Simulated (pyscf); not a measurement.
# `[NH2][Al][Cl]`, doublet

Gas-phase minimum from PySCF at ωB97X-D3(BJ)/def2-SVP, one conformer. Other isomers of [H₂N–Al–Cl]• were not searched in full and may lie lower. 

SMILES: [Cl][Al][NH2]
```xyz
5

N     -1.2642     0.2716    -0.0990
Al    -1.8449    -1.1985     0.7038
Cl    -0.4656    -2.8056     0.8181
H     -1.8015     1.1219    -0.2325
H     -0.3324     0.3734    -0.4928
```
Charge 0, spin multiplicity 2.

Bonded distances (Å): N1–Al2 1.773, N1–H4 1.015, N1–H5 1.017, Al2–Cl3 2.121. Bond angles (°): Al2–N1–H4 125.5, Al2–N1–H5 124.0, H4–N1–H5 110.5, N1–Al2–Cl3 116.1.

Properties at ωB97X-D3(BJ)/def2-SVP:

- Harmonic wavenumbers, unscaled: 176, 344, 415, 501, 649, 836, 1520, 3608, 3707 cm⁻¹
- Zero-point energy: 16.8 kcal/mol
- Rotational symmetry number: 1
- Entropy of this conformer at 298 K and 1 atm, rigid rotor and harmonic oscillator, modes under 100 cm⁻¹ raised to 100: 295.0 J/(mol K)
- Dipole moment: 2.49 D
- Spin expectation value S2: 0.751

Single-point totals, which compare only within one level (frozen core for MP2 and CC):

```csv
level,total energy (hartree)
ωB97X-D3(BJ)/def2-TZVP,-758.74222
PBE/def2-TZVP,-758.30727
r²SCAN/def2-TZVP,-758.61463
B3LYP-D3(BJ)/def2-TZVP,-758.74422
PBE0-D3(BJ)/def2-TZVP,-758.37281
M06-2X/def2-TZVP,-758.64508
ωB97M-D3(BJ)/def2-TZVP,-758.80129
UHF/def2-TZVPP,-757.16420
MP2/def2-TZVPP,-757.62193
CCSD/def2-TZVPP,-757.64886
CCSD(T)/def2-TZVPP,-757.66846
```

Soft torsions are taken as harmonic, which can shift the entropy by several J/(mol K). The CCSD(T) − MP2 part came from Ansatz, without density fitting, on the same reference.
